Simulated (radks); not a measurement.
Values are calculated unless marked as measured or tabulated.
Question: Code: a radial shooting solver on a logarithmic mesh with Libxc functionals. Model: non-relativistic Kohn-Sham, LDA (Slater exchange, Perdew-Wang correlation), spin-polarised, spherical densities, point nucleus; open shells are filled with parallel spins first. Response by self-consistent Sternheimer equations with the Hartree and adiabatic LDA kernel. For heavy and open-shell atoms this level of theory can miss by tens of per cent. Rank K, Sc2+, Fe7+, Ca+, Co8+, Cr5+, V4+, Ti3+, Mn6+ (NIST ground configurations) by static dipole polarisability, largest first.

Answer: K 259.9, Ca+ 69.11, Sc2+ 4.944, Ti3+ 2.306, V4+ 1.444, Cr5+ 1.007, Mn6+ 0.7426, Fe7+ 0.5683, Co8+ 0.4467 bohr^3.
